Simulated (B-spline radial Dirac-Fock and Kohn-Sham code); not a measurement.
Cu²⁴⁺: eigenvalues, ΔSCF and the reference

System: Cu²⁴⁺, configuration [He] 2s2 2p1.

The density-functional columns are spherical, spin-unpolarised Dirac-Kohn-Sham results without Breit or QED terms: −ε is minus the orbital energy of the initial state and ΔSCF the difference of two total energies. The reference in the last column comes from Dirac-Fock energy differences between relaxed states, corrected for Breit and QED terms. All numbers are from an atomic code on a B-spline grid, in eV; a selection of levels is shown. For the 1s level of heavy atoms much of the gap between ΔSCF and the reference is the Breit and QED part, -15.0 eV here; for other levels the error of the functional can be larger.

| level | LDA −ε | LDA ΔSCF | Dirac-Fock |
| --- | --- | --- | --- |
| K (1s) | 10387.7 | 10602.5 | 10580.0 |
| L1 (2s) | 2317.5 | 2369.2 | 2362.5 |
| L2,3 (2p) | 2227.1 | 2288.0 | 2293.8 |

Values without a named source are computed, but for edge energies of neutral atoms, which are taken from tables.
